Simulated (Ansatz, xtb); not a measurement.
**Relative energy of two isomers of C5H7BBrN**

Structure I is `N#C[C@@H]1CCB(Br)C1`, a singlet and structure II is `C=C(CC#N)B(C)Br`, a singlet. Both are isolated molecules in the gas phase, relaxed with B3LYP/def2-SVP; the shapes shown needn't be the lowest conformers.

I (Å):

```xyz
15

C    -0.7568   -0.2762    1.5516
C    -0.3732   -0.3908    0.1419
C    -1.5588   -0.1921   -0.8445
C    -1.0438   -0.7270   -2.1987
C     0.2582   -1.7603   -0.2427
B    -0.0318   -1.8576   -1.7871
Br    0.7346   -3.1611   -2.9690
N    -1.0728   -0.2031    2.6646
H     0.3731    0.4011   -0.0514
H    -2.4144   -0.7972   -0.5006
H    -1.8961    0.8553   -0.8722
H    -1.8351   -1.0138   -2.9079
H    -0.4431    0.0491   -2.7174
H    -0.3107   -2.5828    0.2363
H     1.3022   -1.8842    0.0814
```

II (Å):

```xyz
15

C    -0.6974    2.0738    0.3734
C     0.1408    1.0773    0.7164
C    -0.0713   -0.3062    0.0940
C    -0.4247   -1.3362    1.0783
C     2.4246    0.1785    1.9739
B     1.3530    1.2844    1.6940
Br    1.5294    2.9796    2.6310
N    -0.6939   -2.1390    1.8692
H    -0.5777    3.0794    0.7849
H    -1.5249    1.9228   -0.3293
H    -0.8700   -0.2727   -0.6649
H     0.8417   -0.6446   -0.4260
H     1.9558   -0.5987    2.6089
H     2.7349   -0.3439    1.0521
H     3.3193    0.5416    2.4969
```

Task: Estimate E(II) − E(I) at the level CCSD(T)/def2-SVP + ΔMP2/def2-TZVPP.

Result: Calculated at CCSD(T)/def2-SVP + ΔMP2/def2-TZVPP: E(II) − E(I) = +12.6 kcal/mol, so structure I lies lower.

Level by level:

| level | geometry | E(II) − E(I) (kcal/mol) | departure from the last row (kcal/mol) | job, with rough time for the two |
| --- | --- | --- | --- | --- |
| GFN2-xTB | GFN2-xTB | +22.4 | +9.8 | optimisation, 0.28 s |
| HF/STO-3G | GFN2-xTB | +42.2 | +29.6 | single point, 0.6 s |
| r2SCAN-D4/def2-SVP | GFN2-xTB | +16.0 | +3.4 | single point, 5.1 s |
| B3LYP/def2-SVP | B3LYP/def2-SVP | +12.5 | −0.1 | optimisation, 2.1 min |
| HF/def2-SVP | B3LYP/def2-SVP | +12.8 | +0.2 | part of the CCSD(T) run |
| MP2/def2-SVP | B3LYP/def2-SVP | +16.0 | +3.4 | part of the CCSD(T) run |
| CCSD(T)/def2-SVP | B3LYP/def2-SVP | +14.0 | +1.4 | single point |
| CCSD(T)/def2-SVP + ΔMP2/def2-TZVPP | B3LYP/def2-SVP | +12.6 |  | single point, 2.9 min |

As drawn, II has 1 C=C in place of 2 C–C. Structure I has a 5-membered ring, II no ring.

None of the levels shown reverses the order. The largest departure from CCSD(T)/def2-SVP + ΔMP2/def2-TZVPP is that of HF/STO-3G, 29.6 kcal/mol. The last row adds to CCSD(T) the change of the MP2 difference between the two basis sets, here −1.4 kcal/mol.

With thermal terms from frequencies at re-optimised GFN2-xTB minima (ideal gas, soft modes damped towards free rotors, one conformer each, 298.15 K, 1 atm): on the last row, ΔE + ΔZPE = +10.4, ΔH = +11.4, ΔG = +9.1 kcal/mol.

The correlated steps freeze 16 core orbitals; the filled d shell of Br is correlated, in a basis made for valence electrons. Mirror images aren't counted in ΔG. Codes used: Ansatz 0.2.0, xtb 6.7.1; the last row on 4 threads of Arm Neoverse V1 on a shared host.
